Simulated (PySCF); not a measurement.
C₄H₄Cl₂.

```xyz
10

Cl    -1.8672     0.0000     0.9726
C     -0.6722     0.0000    -0.2566
C      0.6722     0.0000    -0.2566
Cl     1.8672     0.0000     0.9726
C      0.7859     0.0000    -1.7655
C     -0.7859     0.0000    -1.7655
H      1.2475     0.9002    -2.2011
H      1.2475    -0.9002    -2.2011
H     -1.2475    -0.9002    -2.2011
H     -1.2475     0.9002    -2.2011
```

The structure is a stationary point at B3LYP-D3(BJ)/def2-SVP.

Computed with KT2/pcSseg-1 in PySCF. Non-relativistic, no solvent.

Give the absolute GIAO shielding of each atom: isotropic value and principal components (ppm). (Estimate from the structure and the level; the computed values follow.)


| atom | σ(iso) | σ11 | σ22 | σ33 | span |
|---|---|---|---|---|---|
| Cl1 | 695.5 | 449.6 | 684.7 | 952.2 | 502.6 |
| C2 | 55.5 | -18.8 | 89.6 | 95.7 | 114.4 |
| C3 | 55.5 | -18.8 | 89.6 | 95.7 | 114.4 |
| Cl4 | 695.5 | 449.6 | 684.7 | 952.2 | 502.6 |
| C5 | 144.4 | 136.4 | 138.3 | 158.5 | 22.0 |
| C6 | 144.4 | 136.4 | 138.3 | 158.5 | 22.0 |
| H7 | 28.5 | 25.6 | 26.1 | 33.8 | 8.2 |
| H8 | 28.5 | 25.6 | 26.1 | 33.8 | 8.2 |
| H9 | 28.5 | 25.6 | 26.1 | 33.8 | 8.2 |
| H10 | 28.5 | 25.6 | 26.1 | 33.8 | 8.2 |
